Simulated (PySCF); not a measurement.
## Calculated data, Al2BH4O

Computed with PySCF 2.14.0. Calculation on a computer-drawn molecule: optimised geometry and harmonic frequencies of an isolated molecule of the commonest isotopes, restricted reference for singlets and unrestricted otherwise, frozen core in MP2.

### Al2BH4O

Start structure:
```xyz
8
Al2BH4O
B      1.9749     2.1737     0.4468
Al     0.2004     1.1627     0.5759
Al    -0.8629    -1.2276    -0.0749
O     -1.1983    -2.7568    -0.5080
H      2.3237     2.7999    -0.4962
H      2.7412     2.1202     1.4235
H     -1.3330     1.3789     0.9306
H     -1.3647    -3.6648    -0.7958
```

* charge: 1
* multiplicity: 1
* method: HF
* basis: cc-pV(D+d)Z
* rotational constants: 13.37, 1.476, 1.345 GHz
* total energy: -585.5007 hartree
* convergence status largest gradient component: 3.117e-05 hartree/bohr

Drawn bonds:
```
atom  other atom  order
   1           2      1
   2           3      1
   3           4      1
   1           5      1
   1           6      1
   2           7      1
   4           8      1
```

Optimised structure:
```xyz
8
Al2BH4O
B      1.9046     1.9751     0.4300
Al    -0.1387     1.3775     0.6790
Al    -0.6361    -1.2080    -0.1058
O     -0.9440    -2.7252    -0.5607
H      2.2662     2.4675    -0.5970
H      2.6956     1.7958     1.3076
H     -1.5222     1.9100     1.1715
H     -1.1441    -3.6065    -0.8227
```

Modes:
```
frequency (cm⁻¹)  reduced mass (dalton)
           75.96                  4.155
           110.3                  2.953
           140.2                  1.307
           149.2                  6.674
           235.7                   14.3
           350.7                  1.098
           372.4                  1.139
           376.7                  1.132
           545.6                  1.417
           589.6                  2.419
           619.7                  1.287
           897.1                  1.338
            1041                  11.11
            1217                  1.115
            2072                  1.044
            2705                  1.049
            2808                  1.127
            4257                  1.072
```
